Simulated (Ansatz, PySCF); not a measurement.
Conformers of CHF2NOSi (SMILES N#CO[SiH](F)F), B3LYP-D3(BJ)/def2-TZVP minima from an xTB search, which can miss the lowest.
Conformer 1 (charge 0, multiplicity 1):
```xyz
7

N      2.7859    -0.1562    -0.4192
C      1.6678    -0.4382    -0.4170
O      0.4324    -0.8003    -0.4176
Si    -0.9457     0.1212    -0.3368
F     -0.9625     1.1191    -1.5555
F     -0.9172     0.9632     0.9942
H     -2.0607    -0.8088    -0.3738
```

Correlated levels freeze the cores. CBS(a, b) extrapolates the correlation energy as X⁻³ and adds the Hartree–Fock energy of set b. MP2 and its Hartree–Fock in cc-pV(Q+d)Z are density fitted. Rows in 6-31G* carry no dispersion term and start afresh at each structure (6-31G* with six Cartesian d functions).

Run with Ansatz (Gaussian basis) for Hartree–Fock, density functionals and correlated methods; PySCF for 6-31G* rows. 

Electronic energies of 2 conformers above conformer 1 (kcal/mol):

| level | conformer 1 | conformer 2 |
|---|---|---|
| PBE/def2-TZVPP | 0.00 | 0.03 |
| B3LYP/6-31G* | 0.00 | 0.32 |
| wB97M-V/def2-TZVPP | 0.00 | 0.11 |
| MP2/CBS(cc-pV(T+d)Z, cc-pV(Q+d)Z) + ΔCCSD(T)/cc-pV(T+d)Z | 0.00 | 0.05 |

**Question.** Give Boltzmann populations at 298.15 K for each level, counting each conformer once and leaving out zero-point, thermal and symmetry terms.

**Answer.** 
Weights exp(−E/RT) with RT = 0.5925 kcal/mol, divided by their sum:
- PBE/def2-TZVPP: 51 %, 49 %
- B3LYP/6-31G*: 63 %, 37 %
- wB97M-V/def2-TZVPP: 54 %, 46 %
- MP2/CBS(cc-pV(T+d)Z, cc-pV(Q+d)Z) + ΔCCSD(T)/cc-pV(T+d)Z: 52 %, 48 %
The share of conformer 1 runs from 51 to 63 % over these levels.

Ansatz is an electronic-structure program.
